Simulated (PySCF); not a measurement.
Delta-SCF ions had no search for a lower state. Excitations are Tamm–Dancoff values on a coarser integration grid. The basis has no diffuse functions, so Rydberg states are missing or too high.

C4H6BN, SMILES `BCC(=C)C#N` (charge 0, multiplicity 1)

All values below come from PySCF with CAM-B3LYP-D3(BJ)/def2-TZVP.

```yaml
HOMO: -9.29 eV
dipole_moment: 4.13 D
HOMO–LUMO gap: 8.60 eV
LUMO: -0.68 eV
S1 excitation (TDA): 5.49 eV
S1 oscillator strength: 0.008
brightest of the four lowest singlets (TDA): 6.72 eV
T1 excitation (TDA): 3.81 eV
S1–T1 gap (TDA): 1.68 eV
vertical ionisation energy (Delta-SCF): 10.13 eV
total_energy: -235.5345 Ha
cost: roughly 4 core-minutes
```

```xyz
12

B      1.7085     0.3402     0.7899
C      0.7849    -0.2268    -0.3294
C     -0.6956    -0.0455    -0.1601
C     -1.5725    -1.0366    -0.0626
C     -1.1580     1.3125    -0.0837
N     -1.4900     2.4083    -0.0379
H      1.2994     1.0884     1.6189
H      2.8604     0.0389     0.7850
H      1.1219     0.3102    -1.2310
H      1.0148    -1.2750    -0.5342
H     -2.6265    -0.8482     0.0806
H     -1.2473    -2.0664    -0.1233
```
